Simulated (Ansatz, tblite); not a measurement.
MS(OH)3 with several metals: gap (eV) at several levels, gas phase, relaxed structures; Ansatz, xTB through tblite. Core potentials for Nb, Ta in the def2 sets, no spin–orbit coupling. Names give formal oxidation states. The structures are stationary points that may keep the symmetry of their start. Remarks come from the PBE and PBE0 runs and from stability tests at other levels; not every state was tested.

```
           species    state          geometry  GFN1-xTB  GFN2-xTB  PBE-D4/def2-SVP  PBE-D4/def2-TZVP  r2SCAN-D4/def2-TZVP  PBE0-D4/def2-SVP
TaS(OH)3 (TaSO3H3)  singlet   PBE-D4/def2-SVP      3.59      3.02             4.53              4.40                 4.81              6.48
NbS(OH)3 (NbSO3H3)  singlet  PBE0-D4/def2-SVP      2.57      3.12             4.30              4.16                 4.53              6.25
```

Q: Estimate the rows for VS(OH)3 (VSO3H3) (singlet, r2SCAN-D4/def2-SVP geometry).

A: 
```
         species    state            geometry  GFN1-xTB  GFN2-xTB  PBE-D4/def2-SVP  PBE-D4/def2-TZVP  r2SCAN-D4/def2-TZVP  PBE0-D4/def2-SVP                        remarks
VS(OH)3 (VSO3H3)  singlet  r2SCAN-D4/def2-SVP      2.40      2.34             3.30              3.26                 3.52              5.27  restricted SCF unstable in HF
```

Over the 3 species that have every level, the mean is 2.86 at GFN1-xTB, 2.83 at GFN2-xTB, 4.04 at PBE-D4/def2-SVP, 3.94 at PBE-D4/def2-TZVP, 4.28 at r2SCAN-D4/def2-TZVP, 6.00 at PBE0-D4/def2-SVP. Orbital gaps grow with the share of exact exchange and aren't one observable across functionals.
